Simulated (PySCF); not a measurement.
An excited-state table with gaps

C6H12FOP.
Z-matrix (Å and degrees, PBE0-D3(BJ)/def2-SVP geometry), rows numbered from 1:
```
C 
O   1  1.4012
C   2  1.4017  1  116.22
C   3  1.5251  2  107.71  1  -156.60
P   4  1.8649  3  115.49  2   -64.12
C   5  1.8640  4   98.21  3   -45.73
C   6  1.5244  5  115.57  4    44.03
C   7  1.5138  6  112.14  5   -56.78
F   8  1.3838  3  109.35  2   -67.44
H   1  1.0992  2  107.09  3   171.64
H   1  1.1070  2  111.38  3    53.30
H   1  1.1015  2  112.68  3   -68.37
H   3  1.1103  2  109.54  1   -37.83
H   4  1.1024  3  110.13  2   173.90
H   4  1.1002  3  108.94  2    57.16
H   5  1.4271  4   95.96  3    52.02
H   6  1.1044  5  106.36  4   -78.97
H   6  1.1014  5  107.42  4   168.16
H   7  1.1024  6  110.71  5  -177.62
H   7  1.1014  6  110.27  5    63.59
H   8  1.1065  3  108.20  2   176.44
```

Level of theory: TDDFT CAM-B3LYP/def2-SVPD, vertical, gas phase, core orbitals frozen in the response in PySCF.

Orbital energies (eV): HOMO-3 -10.23, HOMO-2 -10.07, HOMO-1 -8.98, HOMO -8.16, LUMO 1.24, LUMO+1 1.54, LUMO+2 1.67.

Lowest singlets, with some entries withheld (?).

| state | ν̃ (cm⁻¹) | f | main configurations (H = HOMO, L = LUMO) |
| --- | --- | --- | --- |
| S1 | 52510 | ? | H→L+1 (46%), H→L (38%) |
| S2 | 53870 | ? | H→L (33%), H→L+3 (30%), H→L+1 (22%) |
| S3 | 58240 | ? | H→L+3 (35%), H→L+2 (26%), H→L (12%) |
| S4 | 58990 | ? | H-1→L (53%), H-1→L+2 (13%), H→L+2 (12%) |
| S5 | 60120 | ? | H→L+6 (47%), H→L+7 (20%), H-1→L (10%) |
| S6 | 62890 | ? | H-1→L+2 (29%), H-1→L+1 (19%), H→L+2 (14%) |
| S7 | 63090 | ? | H→L+4 (26%), H-1→L+1 (22%), H→L+1 (12%) |
| S8 | 63780 | ? | H→L+5 (35%), H→L+4 (10%), H→L+2 (9%) |
| S9 | 64480 | ? | H-1→L+2 (21%), H-1→L+3 (20%), H-1→L+1 (19%) |
| S10 | 65000 | ? | H-1→L+3 (22%), H→L+5 (21%), H-1→L+2 (10%) |

**Question.** Supply the missing values.

**Answer.** 
- S1: f = 0.053
- S2: f = 0.049
- S3: f = 0.0085
- S4: f = 0.0062
- S5: f = 0.140
- S6: f = 0.0035
- S7: f = 0.013
- S8: f = 0.018
- S9: f = 0.058
- S10: f = 0.022

**Question.** What is the vertical ionisation energy by ΔSCF at this level?

**Answer.** 8.94 eV; −ε(HOMO) is 8.16 eV.

**Question.** What is the mean static polarisability from the same response equations?

**Answer.** 98.7 au (14.63 Å³), with principal values 89.6, 98.2 and 108.3 au.

**Question.** Where do the lowest triplets lie (Tamm–Dancoff)?

**Answer.** T1 5.51 eV, H→L+1 (44%), H→L+4 (22%); T2 5.66 eV, H→L+3 (31%), H→L (14%), H→L+6 (14%); T3 6.81 eV, H→L (48%), H→L+6 (27%), H→L+7 (15%); T4 7.06 eV, H→L+2 (22%), H→L+3 (17%), H→L+6 (15%). E(S1) − E(T1) = +1.00 eV.

On one thread of an Intel Xeon 6975P-C, no GPU, shared host with 192 logical CPUs at a one-minute load of 17, this took 5.2 min of wall time and 1.6 GiB of memory at its peak.

One conformer stands for the species.

Without π bonds the low states may be Rydberg-like; a valence basis with one diffuse set may place them up to an eV too high.
